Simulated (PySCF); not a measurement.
Ga(OH) (GaHO), SMILES [OH][Ga] (connectivity only; charge and spin as stated), neutral, multiplicity 1.

Geometry: PBE-D3(BJ)/def2-TZVP. The geometry has at least one imaginary mode, so it is a saddle point at that level.

Calculation: M06-2X/def2-TZVPD run with PySCF.

The molecule is in vacuum.

```yaml
total_energy: -2000.71294 hartree
point_group: C∞v
highest_occupied_level: -8.26 eV
lowest_empty_level: -0.21 eV
orbital_gap: 8.04 eV
dipole_moment: 0.002 e·Å
quadrupole, principal values (traceless, Buckingham form, about the centre of nuclear charge): -0.28, -0.28, 0.56 D·Å
mean_static_polarisability: 41.4 bohr³ (6.14 Å³)
polarisability_principal_values: 39.1, 39.1, 46.0 bohr³
```
